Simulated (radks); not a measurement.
Values are calculated unless marked as measured or tabulated.
Xe4+, configuration [Kr] 4d10 5s2 5p2. Level of theory: scalar-relativistic Kohn-Sham, PBE, spin-polarised, spherical densities, finite nucleus; open shells are filled with parallel spins first (spin-orbit coupling, left out, can overturn this in heavy ions); Fermi nuclear charge, rms radius 4.7859 fm (a radial shooting solver on a logarithmic mesh with Libxc functionals). Some entries of the table are withheld. Estimate them.

orbital  occ.  eigenvalue (eV)  <1/r> (bohr^-1)
1s up       1        -34418.58            58.10
1s down     1        -34418.47            58.10
2s up       1        -5396.859            13.33
2s down     1        -5396.812            13.33
2p up       3        -4847.690            12.73
2p down     3        -4847.603            12.73
3s up       1        -1141.566            4.792
3s down     1        -1141.477            4.792
3p up       3        -964.1693            4.553
3p down     3        -964.0664            4.553
3d up       5        -701.0684            4.312
3d down     5        -700.9702            4.312
4s up       1        -244.3980            1.953
4s down     1        -244.1768            1.953
4p up       3        -188.1609              (1)
4p down     3        -187.9235              (2)
4d up       5        -106.0893            1.519
4d down     5        -105.7196            1.524
5s up       1         -62.6520           0.7658
5s down     1         -60.5653           0.7715
5p up       2         -48.7505              (3)
5p down     0         -46.5704              (4)

Answer. 
(1) 4p up <1/r> (bohr^-1): 1.793
(2) 4p down <1/r> (bohr^-1): 1.794
(3) 5p up <1/r> (bohr^-1): 0.6697
(4) 5p down <1/r> (bohr^-1): 0.6695
